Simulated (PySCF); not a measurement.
Peak assignment

Structure with atom numbers: `[CH2:1]=[CH:2]/[CH:3]=[CH:4]\[B:5]([CH3:6])[CH3:7]` (H(Xn): hydrogen on atom n). Ha(C1) is cis to C3; Hb(C1) is trans to C3.

[PySCF 2.14: shieldings: GIAO PBE0/pcSseg-1; B3LYP/pcJ-1 coupling constants (spin–dipole term only in couplings to heteroatoms); PBE0-D3(BJ)/def2-SVP structure; one averaged value for each set of equivalent atoms; isolated molecule; single conformer; non-relativistic Hamiltonian]

Shifts are taken against calculated references (same method and geometry level): TMS for $^{13}$C (σref 184.41) and $^{1}$H (σref 31.27).

Q: Assign these signals to the numbered atoms. $^{13}$C{$^{1}$H} NMR (computed): δ 158.1, 145.5, 145.0, 131.8, 17.1.

A: 
158.1 → C3, alkene CH: as expected for a trigonal carbon in a double bond
145.5 → C2, alkene CH
145.0 → C4, alkene CH
131.8 → C1, terminal =CH2 carbon: as expected for a trigonal carbon in a double bond
17.1 → C6/C7, methyl carbon bonded to B

C2 and C4 lie closer than the usual error of such a calculation, so a measured spectrum could show them in the other order.

Q: Assign these signals to the numbered atoms. $^{1}$H NMR (600 MHz, computed): δ 7.17 (m, 1H), 6.85 (ddt, J = 14.9, 12.7, 1.1 Hz, 1H), 6.42 (dt, J = 14.9, 1.3 Hz, 1H), 5.67 (ddt, J = 11.2, 2.1, 1.2 Hz, 1H), 5.64 (ddd, J = 18.1, 2.1, 1.0 Hz, 1H), 1.00 (s, 6H).

A: 
| δ (ppm) | atoms | environment | reason |
| --- | --- | --- | --- |
| 7.17 | H(C2) | hydrogen on an alkene CH | attached to an sp2 carbon and in the plane of the double bond |
| 6.85 | H(C3) | hydrogen on an alkene CH | – |
| 6.42 | H(C4) | hydrogen on an alkene CH | – |
| 5.67 | Hb(C1) | hydrogen on a terminal =CH2 carbon | olefinic region |
| 5.64 | Ha(C1) | hydrogen on a terminal =CH2 carbon | – |
| 1.00 | H(C6)/H(C7) | hydrogen on a methyl carbon bonded to B | – |

Hb(C1) and Ha(C1) lie closer than the usual error of such a calculation, so a measured spectrum could show them in the other order.

A carbon bonded to boron is broadened by the quadrupolar boron nucleus and is often missing from a measured spectrum. Splittings below 1 Hz are ignored in the labels, and close J values are merged. Unscaled 3J(H,H) at this level run about 10 % above measured values. Shifts are as computed. Against solution values, carbons near 30 ppm lie about +2 ppm off and those near 130 ppm about +5 ppm. Of 1309 compounds with measured shifts, 239 miss one by over three times the rms of a fit or turn the order of signals round; such compounds aren't used in these exercises.
